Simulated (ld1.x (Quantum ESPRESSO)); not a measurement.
# What one change does to a pseudopotential (cobalt, RRKJ)

* Element: Co
* Generator: ld1.x (Quantum ESPRESSO) 7.5
* Type: norm-conserving RRKJ (Kleinman–Bylander form)
* Functional: PBEsol
* Relativity: scalar-relativistic
* Frozen core: [Ar]
* Valence charge: 9
* Reference configuration: 3d7 4s2 4p0
* Partial waves: 4s (bound): rc 2.50 bohr; 4p (bound, empty): rc 3.25 bohr; 3d (bound): rc 1.15 bohr
* Local potential: the d channel
* Core correction: none
* rho0: 0.01

All-electron outer shells of the reference configuration (PBEsol, scalar-relativistic, ld1.x):

```tsv
shell	level (eV)	outermost node (bohr)	outermost maximum (bohr)
3s	-102.14	0.31	0.66
3p	-65.51	0.28	0.68
3d	-8.23	–	0.66
4s	-5.49	0.96	2.32
4p	-1.25	1.05	3.21
```

Change: wave 4s (bound): rc 2.50 bohr becomes 4s (bound): rc 3.40 bohr.

Cutoffs: the cutoffs (Ry, on a coarse ladder) from which the occupation-weighted sum of valence levels, in a spherical-Bessel basis at the reference potential, stays within 10 and 1 mRy of its value at 400 Ry; they do not see the model core or the augmentation charge, which bear on the density cutoff. Errors are all-electron minus pseudo energies relative to the spin-unpolarised reference configuration.

Question: What does the change do?

Answer: The potential gets neither clearly harder nor softer (180 Ry and 260 Ry → 180 Ry and 260 Ry); both files keep a bound ghost (p, s); the number of tests that count goes from 6 to 7; of the 6 tests that both files solve, the error grows in 5 and shrinks in 1 by more than 15 % and 0.3 meV (median size 5.9 → 33.7 meV).

| quantity | base | changed |
| --- | --- | --- |
| cutoff, loose | 180 Ry | 180 Ry |
| cutoff, tight | 260 Ry | 260 Ry |
| loose cutoff by channel (10 mRy a level) | s 15 Ry, d 140 Ry | s 6 Ry, d 140 Ry |
| bound ghosts | s, p | s, p |
| tests counted (converged, no solver errors) | 6 of 7 | 7 of 7 |
| error for 3d7 4s1 4p0, meV [ΔE 9.05 eV] | -2.3 | -7.4 |
| error for 3d7 4s0 4p0, meV [ΔE 25.74 eV] | +9.5 | -71 |
| error for 3d6 4s0 4p0, meV [ΔE 61.58 eV] | +27 | -327 |
| error for 3d7 4s1.5 4p0, meV [ΔE 3.61 eV] | -0.7 | -1.2 |
| error for 3d7 4s0 4p1, meV [ΔE 14.44 eV] | -0.9 | -60 |
| error for 3d7.5 4s1.5 4p0, meV [ΔE -0.96 eV] | -24 | -1.0 |

Base: Tests not counted: 3d6 4s2 4p1 (an occupied level unbound or not found, printed error -3.0 eV). ld1.x printed “convergence not achieved” for 3 of the counted tests; their residual had stalled under 1e-8, short of the target of 1e-14. Changed file: These tests converged, but a pseudo level misses the all-electron one widely, so the file describes the atom poorly there or has found another state: 3d6 4s0 4p0: empty 4s by 5.8 eV (a node warning on the way). ld1.x printed “convergence not achieved” for 4 of the counted tests; their residual had stalled under 1e-8, short of the target of 1e-14. A true bound ghost makes a file unfit for plane-wave use even where its test errors are small: the radial tests pick states by their node count and pass the ghost by. Where a test does run into it, the solver fails or the error is huge.
